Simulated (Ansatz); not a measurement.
InH2F (SMILES [F][InH2]): methods side by side

InH2F has 4 atoms, charge 0, and is taken as a singlet. SMILES: `[F][InH2]`. The shape is that of a PBE0-D4/def2-TZVP optimisation.

Each level gives the electronic atomisation energy (eV). The values are calculated. Electronic energies at fixed atoms, without zero-point motion or spin-orbit coupling.

| level | kind | program | value (eV) | less FCI/STO-3G | CPU time (all runs) |
| --- | --- | --- | --- | --- | --- |
| HF/STO-3G | Hartree–Fock | Ansatz | 9.75 | -1.33 | 0.6 s |
| revPBE/STO-3G | GGA | Ansatz | 14.17 | +3.09 | 3.6 s |
| r2SCAN/STO-3G | meta-GGA | Ansatz | 14.21 | +3.13 | 9.6 s |
| B3LYP/STO-3G | global hybrid | Ansatz | 14.00 | +2.92 | 3.4 s |
| CAM-B3LYP/STO-3G | range-separated hybrid | Ansatz | 14.02 | +2.94 | 3.2 s |
| B2PLYP/STO-3G | double hybrid | Ansatz | 12.78 | +1.70 | 3.4 s |
| RPA@PBE/STO-3G | RPA | Ansatz | 10.35 | -0.73 | 4.6 s |
| CCSDT(Q)/STO-3G | coupled cluster or CI | Ansatz | 11.09 | +0.01 | 2.8 s |
| FCI/STO-3G | exact in the basis | Ansatz | 11.08 | 0.00 | 7.3 s |

FCI/STO-3G is exact within its basis and frozen core, so for wave-function methods in that basis the difference is their error; functionals converge differently with the basis, so for them it is only a difference. All-electron rows without a relativistic Hamiltonian named are non-relativistic. The values span 9.75 to 14.21 eV. All rows use very small basis sets, so none should be taken for the real molecule's value. In the correlated wave-function rows the outer d shell of In is correlated, in sets not made for it. Times are those of the runs behind each value, whatever else they computed, on shared processors of several kinds: orders of magnitude only.
